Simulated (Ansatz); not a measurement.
CH$_{6}$BPSi (`PB1C[SiH2]1`), relaxed with RKS PBE0-D4/def2-TZVP in Ansatz 0.2.0 from a PBE-D4/def2-SVP geometry. The force threshold is 0.005 eV/Å; the program also tests the step.

Charge 0, multiplicity 1.

Start:

```xyz
10

P     1.242    0.251   -1.938
B     0.523   -0.102   -0.254
C     0.145    0.638    1.030
Si   -0.807   -1.077    0.773
H     0.935    1.638   -2.147
H     0.269   -0.323   -2.818
H    -0.145    1.706    1.060
H     0.631    0.332    1.981
H    -2.236   -1.157    0.314
H    -0.557   -1.904    1.998
```

**Question.** How much energy does the relaxation release, and in how many steps? (Estimate.)

**Answer.** Computed: 3.81 kJ/mol, in 9 steps, 1 of them rejected.

**Question.** Which bonds change most? (An estimate is asked.)

**Answer.** Computed: C3–Si4 from 1.979 to 1.929 Å; P1–H5 from 1.436 to 1.416 Å; P1–H6 from 1.432 to 1.412 Å; Si4–H9 from 1.503 to 1.483 Å.

**Question.** Give the relaxed structure. (Best estimate.)

**Answer.** Computed: 
```xyz
10

P     1.244    0.249   -1.918
B     0.486   -0.106   -0.266
C     0.114    0.626    1.021
Si   -0.822   -1.046    0.798
H     0.953    1.619   -2.122
H     0.305   -0.312   -2.810
H    -0.174    1.674    1.047
H     0.656    0.343    1.930
H    -2.237   -1.133    0.363
H    -0.525   -1.915    1.957
```
